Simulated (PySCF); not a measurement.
Structure problem from calculated spectra and properties.

Formula: C4H9NSi2.

| Item | Value |
| --- | --- |
| Valence photoelectron | vertical ionisation energy: 9.72 eV [ΔSCF PBE0/def2-SVPD] |
| Polarisability | 104.0 au [PBE0/def2-SVPD] |
| 13C NMR | chemical shifts (computed TMS as zero) by class: 131.6 (1 C), 25.6 (1 C), 6.8 (1 C), 3.7 (1 C) ppm [GIAO HF/pcSseg-1] |
| Rotational structure | rotational constants A, B, C: 2.466, 1.462, 1.230 GHz [PBE0-D3(BJ)/def2-SVP] |
| Triplet | lowest triplet excitation (Tamm–Dancoff): 5.63 eV [TDA PBE0/def2-SVPD] |
| NMR, other nuclei | isotropic shieldings of nuclei other than C and H, by class: -48 (1 N), 440 (1 Si), 454 (1 Si) ppm [GIAO HF/pcSseg-1] |
| 1H NMR | chemical shifts (computed TMS as zero) by class: 3.86 (1 H), 3.75 (1 H), 3.67 (1 H), 3.53 (1 H), 2.24 (1 H), 1.78 (1 H), 1.04 (1 H), 0.93 (1 H), 0.88 (1 H) ppm [GIAO HF/pcSseg-1] |
| Dipole | 3.96 D [PBE0/def2-SVPD] |
| UV, first state | lowest singlet excitation: 6.33 eV (196 nm, f = 0.025) [TDDFT PBE0/def2-SVPD] |

Electronic properties: PySCF, gas phase, density fitting. Levels stand in brackets. Isolated species at its PBE0-D3(BJ)/def2-SVP geometry (one conformer only). NMR values are class means; diastereotopic atoms form classes of their own.

Task: What is the compound? Reason from the data.

Result: Numbering: `[N:1]#[C:2][C@@H:3]1[CH2:4][CH2:5][SiH2:6][SiH2:7]1`. Its formula, C4H9NSi2, gives 3 degrees of unsaturation: 1 ring and 2 π bonds in the structure found. 4 carbons fall into 4 classes; from least to most shielded: nitrile carbon [C2] (131.6 ppm), ring CH2 carbon [C4] (25.6 ppm), ring sp3 carbon bound to silicon [C3] (6.8 ppm), ring sp3 carbon bound to silicon [C5] (3.7 ppm). Hydrogen classes from least to most shielded: 1 H on an SiH2 silicon, Si7 (3.86 ppm), 1 H on an SiH2 silicon, Si6 (3.75 ppm), 1 H on an SiH2 silicon, Si7 (3.67 ppm), 1 H on an SiH2 silicon, Si6 (3.53 ppm), 1 H on a ring CH2 carbon, C4 (2.24 ppm), 1 H on an sp3 carbon bound to silicon, C3 (1.78 ppm), 1 H on an sp3 carbon bound to silicon, C5 (1.04 ppm), 1 H on an sp3 carbon bound to silicon, C5 (0.93 ppm), 1 H on a ring CH2 carbon, C4 (0.88 ppm). The other shieldings belong to: -48 ppm, nitrile nitrogen [N1]; 440 ppm, SiH2 silicon [Si7]; 454 ppm, SiH2 silicon [Si6]. The first electron is taken from the HOMO, whose largest Löwdin shares are 0.26 on an SiH2 silicon, 0.25 on an SiH2 silicon, 0.11 on an sp3 carbon bound to silicon and 0.10 on an sp3 carbon bound to silicon. The optimised geometry has point group C1 and is an asymmetric top. Structure: `N#C[C@@H]1CC[SiH2][SiH2]1`. Computed isomers that give other values at the same levels: `C#C[C@H]1C[SiH2]N[SiH2]1` (13C chemical shifts (computed TMS as zero) by class: 87.2 (1 C), 77.2 (1 C), 11.8 (1 C), 4.9 (1 C) ppm); `C[Si]1(C#N)C[SiH2]C1` (13C chemical shifts (computed TMS as zero) by class: 135.4 (1 C), 0.8 (1 C), -5.9 (2 C) ppm); `[SiH3][SiH2]n1cccc1` (rotational constant A: 4.118 GHz; this holds for the one conformer computed). The assignments are read from this structure; whether some other isomer fits the data as well wasn't checked. The mirror image fits equally.
